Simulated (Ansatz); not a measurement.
Born–Oppenheimer molecular dynamics of ClHOZn (4 atoms, charge 0, multiplicity 1). It starts from a relaxed structure.

These are results of Ansatz 0.2.0, RKS PBE-D4/def2-SVP, not measurements.

| Quantity | Value |
| --- | --- |
| ensemble | NVE (velocity Verlet) |
| time step | 0.5 fs |
| steps asked | 150 |
| starting velocities drawn for | 700 K |
| seed | 639675 |

First frame:

```xyz
4
Properties=species:S:1:pos:R:3
Zn 0.019 -0.070 0.042
Cl -0.009 0.034 2.145
O 0.003 -0.010 -1.737
H 0.242 -0.872 -2.127
```

**Question.** How far do the bonds stretch over the last three quarters of this one trajectory? (Pairs bonded in most of those frames.)

**Answer.** 
| bond | mean (Å) | spread (Å) | shortest | longest |
| --- | --- | --- | --- | --- |
| Zn1–Cl2 | 2.107 | 0.031 | 2.06 | 2.15 |
| Zn1–O3 | 1.794 | 0.049 | 1.71 | 1.86 |
| O3–H4 | 0.980 | 0.036 | 0.93 | 1.03 |

Mean temperature of the second half: 298 K. The conserved energy stayed within 0.52 meV per atom of its start (net change 0.27 meV per atom), so the integration is sound. Over the second half the temperature averaged 0.43 of the 700 K drawn at the start: a run that starts near a minimum puts about half its kinetic energy into the potential. A run of 0.075 ps of so small a system gives no equilibrium averages.

Time of the run: 3.1 min on 1 thread of Arm Neoverse V2, with other jobs on the host, peak memory 0.11 GiB.
